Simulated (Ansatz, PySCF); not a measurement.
Gas-phase reaction in SMILES: [CH3][GeH3] + [H][H] (H2) → C (CH4) + [GeH4] (GeH4)
Geometries: B3LYP-D3(BJ)/def2-TZVP minima from Ansatz (an electronic-structure program). Frequencies are from Ansatz or PySCF.

Quantity: energy of full hydrogenation (0 K, with B3LYP-D3(BJ) harmonic zero-point energies), in kJ/mol. Cores are frozen in the correlated levels unless marked. Spin-orbit coupling is left out. Frozen are the shells of the preceding noble gas and the d and f shells that filled before the atom's block. No relativistic terms. CBS(X,Y): correlation extrapolated as X^-3; Hartree-Fock from the larger set.

| level | program | energy of full hydrogenation (kJ/mol) |
|---|---|---|
| PBE/def2-TZVPD | Ansatz | -29.8 |
| PBE-D4/def2-TZVPD | Ansatz + dftd4 | -26.2 |
| revPBE-D4/def2-TZVPD | Ansatz + dftd4 | [?] |
| BHLYP-D4/def2-TZVPD | Ansatz + dftd4 | [?] |
| r2SCAN0-D4/def2-TZVPD | Ansatz + dftd4 | -29.6 |
| HSE06/def2-TZVPD | Ansatz | -31.9 |
| CAM-B3LYP-D4/def2-TZVPD | Ansatz + dftd4 | -33.9 |
| LC-wPBE-D3(BJ)/def2-TZVPD | Ansatz + dftd3 | -28.7 |
| LC-wPBE/def2-TZVPD | Ansatz | -32.3 |
| SCS-MP2/def2-QZVPPD | Ansatz | -27.1 |
| CCSD(T)/CBS(def2-TZVPPD,def2-QZVPPD) | Ansatz | -26.6 |

### Question
Fill in the missing entries.

### Answer

- revPBE-D4/def2-TZVPD, energy of full hydrogenation (kJ/mol): -22.7
- BHLYP-D4/def2-TZVPD, energy of full hydrogenation (kJ/mol): -34.4
